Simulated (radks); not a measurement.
The numbers below are computed, except where a source is named.
Spherical quantum dot in the effective-mass picture: electrons in a parabolic well V = omega^2 r^2 / 2 with omega = 0.156, with a point charge +1 (a donor) at the centre, all in effective atomic units (hartree* = m*/eps^2 hartree, bohr* = eps/m* bohr), one dielectric constant everywhere. Level of theory: non-relativistic Kohn-Sham, LDA (Slater exchange, Perdew-Wang correlation), spin-polarised, spherical densities (a radial shooting solver with Libxc functionals). Levels are named by radial order and angular momentum (1s, 1p, 1d, 2s, ...), and open shells are averaged over m. Results are scaled to m* = 0.042 and eps = 9.6, for which hartree* = 12.4 meV and bohr* = 12.1 nm.

N = 27, configuration 1s2 1p6 1d10 2s2 1f(up 7, down 0). This is the lowest configuration that the search found. Occupied and some empty levels:

| level | occupation | eigenvalue (meV) | <r> (nm) |
|---|---|---|---|
| 1s up | 1 | 44.231 | 34.21 |
| 1s down | 1 | 44.232 | 31.72 |
| 2s up | 1 | 45.252 | 83.09 |
| 1p up | 3 | 45.263 | 88.39 |
| 2s down | 1 | 45.437 | 83.50 |
| 1p down | 3 | 45.453 | 85.92 |
| 1d up | 5 | 45.793 | 97.06 |
| 1d down | 5 | 46.014 | 96.16 |
| 1f up | 7 | 46.425 | 103.2 |
| 1f down | 0 | 46.658 | 103.1 |
| 2p up | 0 | 46.846 | 81.71 |
| 2p down | 0 | 46.956 | 82.66 |
| 1g up | 0 | 47.154 | 108.3 |
| 1g down | 0 | 47.389 | 108.6 |
| 2d up | 0 | 47.763 | 91.79 |
| 2d down | 0 | 47.888 | 91.80 |

Energy (meV): total 712.083, kinetic 37.431, external 190.31, Hartree 540.01, exchange-correlation -55.676.

Electron density:

| r (nm) | n(r) (e/nm^3) |
|---|---|
| 3.80 | 0.0001171 |
| 13.4 | 0.00002841 |
| 22.9 | 8.650e-06 |
| 32.5 | 3.539e-06 |
| 42.0 | 2.365e-06 |
| 51.6 | 2.476e-06 |
| 61.1 | 3.019e-06 |
| 70.7 | 3.607e-06 |
| 80.2 | 3.996e-06 |
| 89.8 | 4.003e-06 |
| 99.3 | 3.530e-06 |
| 109 | 2.656e-06 |
| 118 | 1.648e-06 |
| 128 | 8.232e-07 |
| 138 | 3.233e-07 |
| 147 | 9.916e-08 |
| 157 | 2.377e-08 |
| 166 | 4.455e-09 |
| 176 | 6.577e-10 |
| 185 | 7.637e-11 |
